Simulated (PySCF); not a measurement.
Does the drawn structure hold up?

C4H11BS. Drawn bonds (atoms numbered from 1): B1–C2, C2–C3, C2–C4, C2–S5, S5–C6, B1–H7, B1–H8, C3–H9, C3–H10, C3–H11, C4–H12, C4–H13, C4–H14, C6–H15, C6–H16, C6–H17.

Geometry after optimisation with GFN2-xTB (Å):

```
atom  x, y, z in Å
B1     0.485   -1.524   -0.077
C2    -0.518   -0.389    0.335
C3    -1.475   -0.588    1.492
C4    -1.008    0.685   -0.606
S5     1.193   -0.044    1.050
C6     1.993    1.086   -0.137
H7     0.985   -1.499   -1.141
H8     0.485   -2.528    0.533
H9    -2.397   -1.029    1.117
H10   -1.718    0.358    1.979
H11   -1.053   -1.262    2.233
H12   -1.986    0.381   -0.980
H13   -0.354    0.810   -1.465
H14   -1.129    1.647   -0.103
H15    2.996    1.257    0.242
H16    2.043    0.629   -1.119
H17    1.451    2.025   -0.170
```

Here a drawn bond counts as lost beyond 1.3 times the sum of covalent radii plus 0.1 Å; another pair counts as a new contact within 1.08 times that sum, or 1.2 times among H, C, N, O, F, S and Cl. Covalent radii used (Å): B 0.84, C 0.73, H 0.31, S 1.05.

Q: Which drawn bonds no longer describe this geometry, and which new contacts appear?

A: No drawn bond is lost. New contacts: B1–S5 (1.99 Å; radii sum 1.89 Å). The tight-binding optimisation can itself be at fault, so a check at a higher level is due before the drawing is dismissed.

Q: How long is each drawn bond in this geometry?

A: 
```
drawn bond  length (Å)  over radii sum
     B1–C2       1.570            1.00
     C2–C3       1.515            1.04
     C2–C4       1.509            1.03
     C2–S5       1.886            1.06
     S5–C6       1.824            1.02
     B1–H7       1.177            1.02
     B1–H8       1.175            1.02
     C3–H9       1.090            1.05
    C3–H10       1.091            1.05
    C3–H11       1.087            1.05
    C4–H12       1.090            1.05
    C4–H13       1.087            1.05
    C4–H14       1.092            1.05
    C6–H15       1.086            1.04
    C6–H16       1.084            1.04
    C6–H17       1.085            1.04
```

These are computed values.
